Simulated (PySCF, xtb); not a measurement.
Sb₂, SMILES [Sb]#[Sb].

GFN2-xTB (xtb) at its own geometry gives an orbital gap of 1.39 eV and a dipole moment of 0.00 D.

Geometry: B3LYP-D3(BJ)/def2-TZVP. The def2 effective core potentials stand for the cores of Sb; spin–orbit coupling is left out.

Q: What does PBE/def2-TZVPD (PySCF) give? (An estimate is asked for; the answer gives what the named calculation found.)

A: gap 2.31 eV (levels -5.79 and -3.47 eV), dipole 0.00 D.
